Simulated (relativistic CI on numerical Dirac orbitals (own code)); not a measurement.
Hyperfine structure of K⁸⁺, mass number 39

Computed by Dirac-Coulomb-Breit CI, orbitals from a KLI potential per configuration, a model potential for QED, unscaled Slater integrals (own radial code, finite nucleus).

Configuration list (outside the closed core [Ne]): 3s, 3p, 3d, 4s, 4p, 4d, 4f, 5s, 5p, 5d, 5f, 5g, 6s, 6p, 6d. Levels of other configurations are missing.

Nuclear spin I = 3/2, μ = 0.39147 μN, Q = 0.0603 b (tables of Stone and Pyykkö). The electronic factors are computed for point nuclear moments, without core polarisation or the Bohr-Weisskopf and QED corrections.

| Level | E (cm⁻¹) | A (MHz) | B (MHz) |
| --- | --- | --- | --- |
| 3s ²S1/2 | 0 | 6639 |  |
| 3p ²P°1/2 | 157270 | 1779 |  |
| 3p ²P°3/2 | 160990 | 345.4 | 148 |
| 3d ²D3/2 | 375139 | 113 | 16.1 |
| 3d ²D5/2 | 375354 | 48.29 | 22.9 |
| 4s ²S1/2 | 696063 | 2506 |  |
| 4p ²P°1/2 | 755565 | 707.6 |  |
| 4p ²P°3/2 | 756951 | 137.6 | 59 |

Levels with J = 0, under 50 % of one LS term, or S terms without an open s electron are left out. Small factors come from cancelling terms and can be off by tens of per cent or more.

At this charge configurations can still be misplaced by up to about 7 % of their energy.

Problem. Give the hyperfine levels of 3s ²S1/2 relative to its centre of gravity.

Solution. With K = F(F + 1) − I(I + 1) − J(J + 1), E = AK/2: F = 1: -8299, F = 2: 4979 MHz.
